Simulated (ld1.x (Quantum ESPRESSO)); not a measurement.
# germanium (Ge), TM: configuration errors across variants

```json
{"Element": "germanium (Ge)", "Generator": "ld1.x (Quantum ESPRESSO) 7.5", "Type": "norm-conserving Troullier–Martins (Kleinman–Bylander form)", "Functional": "LDA (PZ)", "Relativity": "scalar-relativistic", "Frozen core": "[Ar]", "Valence charge": "14", "Reference configuration": "3d10 4s1.5 4p2.5", "Partial waves": "4s (bound): rc 1.70 bohr; 3d (bound): rc 0.85 bohr; 4p (bound): rc 1.45 bohr", "Local potential": "the p channel", "Core correction": "a·sin(br)/r model core inside 0.65 bohr"}
```

All-electron excitation energies from the reference (eV): (1) 3d10 4s2 4p2 -3.986; (2) 3d10 4s2 4p1 3.651; (3) 3d10 4s2 4p0 19.366; (4) 3d10 4s2 4p1.5 -1.097; (5) 3d10 4s1 4p2 12.427; (6) 3d9 4s2 4p2 34.961; (7) 3d10 4s1 4p3 4.058; (8) 3d10 4s1.5 4p2.5 spin -1.353; (9) 3d10 4s2 4p2 spin -4.549.

Spin tests fill each open shell by Hund’s rule, majority spin first.

2 further variants failed, have other tests or too few solved ones, and are left out.

A true bound ghost makes a file unfit for plane-wave use even where its test errors are small: the radial tests pick states by their node count and pass the ghost by.

Errors AE − PS in meV (a dash: test not solved or not reliable):

| change | (1) | (2) | (3) | (4) | (5) | (6) | (7) | (8) | (9) | bound ghosts |
| --- | --- | --- | --- | --- | --- | --- | --- | --- | --- | --- |
| base | +0.3 | +0.1 | -2.7 | 0.0 | +1.1 | -908 | -0.5 | +1.1 | +0.8 | s |
| core correction none | +0.7 | +0.4 | – | +0.3 | +2.8 | -839 | 0.0 | +21 | +6.4 | s |
| core correction a·sin(br)/r model core inside 0.40 bohr | – | +0.1 | -2.8 | -0.1 | +1.1 | -911 | -0.5 | +1.2 | +0.8 | s |
| core correction a·sin(br)/r model core inside 0.60 bohr | +0.2 | 0.0 | -2.8 | -0.1 | +1.1 | -910 | -0.5 | +1.1 | +0.7 | s |
| core correction a·sin(br)/r model core inside 0.98 bohr | – | +0.1 | -2.7 | -0.1 | +1.1 | -879 | -0.5 | +1.2 | +0.8 | s |

Task: Give the same row for: core correction a·sin(br)/r model core inside 0.52 bohr.

Result: +0.3, +0.1, -2.7, -0.1, +1.1, -910, -0.5, –, –; bound ghosts: s.
